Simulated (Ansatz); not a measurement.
Consider the substitution at a C–B bond: `N[SiH2]CBCl` + H–F → `N[SiH2]CF` + `BCl`.

Computed with Ansatz on PBE0-D4/def2-TZVP structures; ΔE is electronic, products minus reactants. CBS: MP2 limit from def2 TZ/QZ plus the TZ coupled-cluster correction, frozen cores. This one scheme is used for every species. Each species was taken in one conformer, which may not be the lowest.

```
      species  HF/def2-QZVPP energy (Eh)
`N[SiH2]CBCl`                 -869.69166
          H–F                 -100.07004
  `N[SiH2]CF`                 -484.31498
        `BCl`                 -485.40446
```

Work out ΔE.

ΔE = (-484.31498) + (-485.40446) − (-869.69166) − (-100.07004) = 0.04226 Eh = +111.0 kJ/mol. CCSD(T)/CBS gives +147.7 kJ/mol.

Largest T1 diagnostic among the species: 0.012.

The D4 term adds +11.4 kJ/mol with B3LYP and +6.4 kJ/mol with PBE0; it sums over pairs of atoms, weighted by their polarisabilities, and B3LYP, whose exchange is more repulsive, gets the larger term. In def2-TZVPP, CCSD(T) changes the Hartree–Fock value by +32.4 kJ/mol (the triples alone add +3.8 kJ/mol) and MP2 by +46.9 kJ/mol.

B3LYP here is the variant with VWN-RPA as its local correlation; programs differ in this.
